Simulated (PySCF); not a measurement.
SnCl, SMILES [Sn+][Cl] (connectivity only; charge and spin as stated), charge +1, multiplicity 1.

Geometry optimised at PBE0-D3(BJ)/def2-TZVP. The spin state was assumed, not searched. The def2 effective core potentials stand for the cores of Sn; spin–orbit coupling is left out.

These are PySCF with IEF-PCM-PBE0/def2-TZVPD values and carry that method's errors.

The values are the electrostatic part of the solvation free energy, E(continuum) − E(gas) at the gas-phase geometry, in a cavity of scaled van der Waals radii (PySCF's table); cavitation and dispersion terms are not included. A continuum can't describe solvent molecules that bind to the metal. In vacuum the orbital gap is 6.08 eV.

Computed values in water (ε = 78.36), 1-octanol (ε = 9.86), diethylether (ε = 4.24):
```tsv
solvent	ε	ΔG(elec) (kcal/mol)	gap (eV)
water	78.36	-63.9	6.35
1-octanol	9.86	-57.9	6.31
diethylether	4.24	-48.9	6.25
```
